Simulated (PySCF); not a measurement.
## Working out the ionisation energy of Ne²⁺

Ne²⁺ [He] 2s2 2p4 (3P) → Ne³⁺ [He] 2s2 2p3 (4S). Computed with PySCF 2.14 in aug-cc-pVTZ-DK (5s4p3d2f, 46 functions), with scalar relativity by spin-free X2C-1e. Frozen: 1s2. Energies in hartree (1 hartree = 27.21139 eV):

| part | Ne²⁺ (lower) | Ne³⁺ (upper) |
| --- | --- | --- |
| UHF | -126.504901 | -124.232971 |
| MP2 opposite-spin | -0.110220 | -0.072180 |
| MP2 same-spin | -0.034964 | -0.029262 |

**Question.** What does Hartree-Fock give?

**Answer.** (-124.232971) − (-126.504901) = 2.271930 hartree = 61.822 eV.

**Question.** What do MP2 and SCS-MP2 (6/5 opposite-spin, 1/3 same-spin) give?

**Answer.** The opposite-spin parts differ by 1.035 eV and the same-spin parts by 0.155 eV. MP2: 61.822 + (1.035) + (0.155) = 63.012 eV. SCS-MP2: 61.822 + 1.2 × (1.035) + (0.155)/3 = 63.116 eV.

A first-order spin-orbit estimate adds 0.037 eV to MP2 (valence), giving 63.049 eV against 63.423 eV (measured; NIST Atomic Spectra Database, ionization energies).

What remains against the reference includes basis incompleteness, the frozen core and correlation beyond second order.
